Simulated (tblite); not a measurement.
Species: C6H10F2O.
Z-matrix (Å and degrees, GFN2-xTB geometry), rows numbered from 1:
```
C 
C   1  1.5249
C   2  1.5293  1  110.96
C   2  1.5504  1  112.02  3  -123.57
C   4  1.5268  2  113.61  1   -53.26
F   4  1.3874  2  107.32  1  -172.54
C   4  1.5129  2  109.69  1    69.98
O   7  1.1819  4  127.59  2   -75.30
F   7  1.3493  4  112.60  2   103.52
H   1  1.0863  2  111.45  3  -170.14
H   1  1.0871  2  109.22  3   -50.73
H   1  1.0875  2  110.86  3    68.55
H   2  1.0961  1  109.37  3   119.76
H   3  1.0873  2  109.85  1    65.48
H   3  1.0888  2  110.85  1   -54.12
H   3  1.0878  2  110.73  1  -174.85
H   5  1.0852  4  110.06  2    73.10
H   5  1.0869  4  109.77  2   -48.14
H   5  1.0881  4  109.28  2  -167.26
```

Method: GFN2-xTB as coded in tblite; computed harmonic values from a numerical Hessian at the method's own geometry, unscaled. Against measured fundamentals such values can be off by several per cent, at times by over 20. One conformer, not necessarily the lowest.

Harmonic wavenumbers (cm⁻¹): 52.9, 84.0, 150.4, 191.8, 211.6, 213.7, 239.5, 258.8, 301.4, 337.3, 365.3, 423.5, 454.2, 526.3, 563.4, 692.4, 725.3, 872.4, 920.6, 956.0, 963.8, 988.3, 1030.6, 1071.5, 1119.8, 1138.3, 1168.0, 1187.4, 1201.1, 1309.6, 1318.8, 1390.5, 1413.9, 1426.3, 1465.1, 1477.6, 1491.8, 1497.3, 1501.7, 1507.5, 1848.6, 2933.4, 3027.6, 3040.0, 3041.6, 3044.3, 3046.6, 3048.3, 3049.9, 3055.0, 3069.2.

A = 1841, B = 1431, C = 1419 MHz; mass 136.070 u (most abundant isotopes); point group C1, symmetry number 1.

Problem. What is the zero-point energy?

Solution. ½Σν̃ = 33207 cm⁻¹ = 94.94 kcal/mol.

Problem. What is S at 500 K and 1 bar for an ideal gas of classical rigid rotors and harmonic oscillators?

Solution. Translation 43.23, rotation 30.38, vibration 49.80: S = 123.4 cal/(mol K).

Problem. And Cp and H(500 K) − H(0)?

Solution. Cp = 57.04 cal/(mol K), of which vibrations give 49.09 (their classical limit is 51 R = 101.3); H(500 K) − H(0) = 16.97 kcal/mol without the zero-point energy, 12.99 from vibrations.

Problem. Blend soft modes into free rotors: weight 1/[1 + (100 cm⁻¹/ν̃)⁴] for the oscillator and the rest for a rotor with moment μB/(μ + B), μ = h/(8π²ν), B = 10⁻⁴⁴ kg m². What vibrational entropy results?

Solution. 47.16 cal/(mol K) in place of 49.80, which changes −T·S at 500 K by +1.32 kcal/mol.

Problem. How do the functions run with temperature in this model?

Solution. 
| T (K) | S (cal/(mol K)) | Cp (cal/(mol K)) | H − H(0) (kcal/mol) | G − H(0) (kcal/mol) | ln q(vib) |
| --- | --- | --- | --- | --- | --- |
| 50 | 57.6 | 12.1 | 0.48 | -2.40 | 0.36 |
| 100 | 68.1 | 19.1 | 1.25 | -5.56 | 1.36 |
| 298.15 | 98.7 | 39.5 | 7.16 | -22.27 | 6.60 |
| 373.15 | 108.3 | 46.5 | 10.38 | -30.03 | 8.63 |
| 750 | 149.6 | 72.2 | 33.26 | -78.97 | 18.32 |
| 1000 | 171.9 | 82.2 | 52.64 | -119.23 | 24.18 |

q(vib) and H(0) count from the zero-point level.

Problem. Which modes carry the vibrational entropy at 500 K?

Solution. 52.9 cm⁻¹: 5.73; 84.0 cm⁻¹: 4.81; 150.4 cm⁻¹: 3.67; 191.8 cm⁻¹: 3.19; 211.6 cm⁻¹: 3.00; 213.7 cm⁻¹: 2.98 cal/(mol K); the other 45 give 26.41 together.

Problem. What must be added to the electronic energy to get the Gibbs energy at 500 K and 1 bar?

Solution. ZPE + [H(500 K) − H(0)] − T·S = 94.94 + 16.97 − 61.71 = 50.20 kcal/mol.

Hindered rotation and anharmonicity are outside this model. Other conformers, if any are populated, would add a mixing term that is left out. The structure is chiral; the term R ln 2 for an equal mix with its mirror image is left out.
